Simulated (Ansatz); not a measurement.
The cluster In9P8⁺, 17 atoms. Hardware: 2 threads of AMD EPYC 7R13 on a shared host and a share (18 GiB) of an NVIDIA H100 80GB HBM3.

In the def2 sets In takes a core potential; there is no spin–orbit coupling. Correlated methods freeze 76 core orbitals; core or outer-core shells of In are correlated, in sets that lack core-valence functions. Single mean-field runs in def2-TZVP are fitted with def2-universal-jkfit.

(1) How many basis functions does each of these Ansatz runs have, and roughly what does it cost? PBE0-D4/def2-SVP, charge 1 singlet, energy, from earlier orbitals; PBE-D4/def2-SVP, charge 1 singlet, energy, from earlier orbitals; PBE0-D4/def2-TZVP, charge 1 singlet, energy, from earlier orbitals; MP2/def2-SVP, charge 1 singlet, energy, from earlier orbitals; PBE-D4/def2-TZVP, charge 1 singlet, energy and forces, from earlier orbitals; LDA (SPW92)/def2-TZVP, charge 1 singlet, energy, from earlier orbitals; r2SCAN-D4/def2-TZVP, charge 1 singlet, energy, from earlier orbitals; RPA@PBE/def2-SVP, charge 1 singlet, energy, from earlier orbitals; PBE-D4/def2-SVP, charge 1 singlet, relaxation, 43 steps.

## Answers

(1) Other jobs shared the machine, so times can vary by a factor of up to 3.

| run | functions | fitting or Cholesky vectors | wall time | peak host memory (GiB) |
| --- | --- | --- | --- | --- |
| PBE-D4/def2-SVP, charge 1 singlet, energy, from earlier orbitals | 378 | 4500 | 5.5 s | 1.1 |
| LDA (SPW92)/def2-TZVP, charge 1 singlet, energy, from earlier orbitals | 746 | 2986 | 8 s | 1.1 |
| MP2/def2-SVP, charge 1 singlet, energy, from earlier orbitals | 378 | 4315 | 8.5 s | 1.1 |
| PBE-D4/def2-TZVP, charge 1 singlet, energy and forces, from earlier orbitals | 746 | 2986 | 9.5 s | 1.2 |
| r2SCAN-D4/def2-TZVP, charge 1 singlet, energy, from earlier orbitals | 746 | 2986 | 9.5 s | 1.2 |
| PBE0-D4/def2-TZVP, charge 1 singlet, energy, from earlier orbitals | 746 | 2986 | 11 s | 1.1 |
| RPA@PBE/def2-SVP, charge 1 singlet, energy, from earlier orbitals | 378 | 4315 | 13 s | 2.4 |
| PBE0-D4/def2-SVP, charge 1 singlet, energy, from earlier orbitals | 378 | 4315 | 13 s | 1.1 |
| PBE-D4/def2-SVP, charge 1 singlet, relaxation, 43 steps | 378 | 4500 | 2.6 min | 1.1 |
